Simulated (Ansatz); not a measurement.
Consider the formal exchange of groups at the Se–C bond: `C=C([SiH3])[SeH]` + disilane → `[SiH3][SiH2][SeH]` + `C=C[SiH3]`.

Program: Ansatz. Geometries: PBE0-D4/def2-TZVP. ΔE: electronic, gas phase. CCSD(T)/CBS adds triple-zeta CCSD(T) − MP2 to the extrapolated MP2 energy (def2 sets, frozen cores). Functionals use def2-TZVPP. For Se outer-core shells are correlated without core-valence functions, which leaves a few kJ/mol of doubt a bond. Scalar relativity is left out up to krypton. Each species was taken in one conformer, which may not be the lowest.

```tsv
level	ΔE (kcal/mol)
PBE	-21.5
r2SCAN	-22.0
MP2/def2-TZVPP	-20.9
HF/def2-QZVPP	-25.0
```

Q: What does CCSD(T)/CBS give? (An estimate is asked.)

A: The calculation gave: -22.5 kcal/mol. The listed levels differ from it by 1.0, 0.5, 1.6, -2.5 kcal/mol.

Largest T1 diagnostic among the species: 0.013.

The D4 term adds +0.8 kcal/mol with B3LYP and +0.4 kcal/mol with PBE0; it sums over pairs of atoms, weighted by their polarisabilities, and B3LYP, whose exchange is more repulsive, gets the larger term. From PBE to PBE0 (25 % exact exchange), in def2-TZVPP and without D4, ΔE moves by −1.4 kcal/mol.

B3LYP here is the variant with VWN-RPA as its local correlation; programs differ in this.
